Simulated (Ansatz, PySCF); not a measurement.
Ligands exchanged one at a time, Ga F-OH. Isolated molecules, 0 K electronic values unless said otherwise. One relaxed conformer stands for each flexible species; it need not be the lowest. Strings in code marks are SMILES.

Quantity: redistribution energy (mixed species minus the weighted end members), in kJ/mol.

Level 1: frozen-core MP2/cc-pVTZ // PBE0-D4/def2-TZVP (Ansatz, a quantum-chemistry and plane-wave program)
Level 2: B3LYP/6-31G* // PBE0-D4/def2-TZVP (PySCF)
Level 3: B3LYP/LANL2DZ // PBE0-D4/def2-TZVP (PySCF)
Level 4: PBE/6-31G* // PBE0-D4/def2-TZVP (PySCF)

```tsv
species	level 1	level 2	level 3	level 4
1 of 3 F replaced by OH: `[Ga]([OH])([F])[F]` (H–O–Ga–F torsion 180°)	-4.65	-4.26	-4.63	-4.42
2 of 3 F replaced by OH: `[OH][Ga]([OH])[F]` (H–O–Ga–F torsion 0°, F–Ga–O–H torsion -180°)	-4.38	-3.95	-4.15	-4.10
```
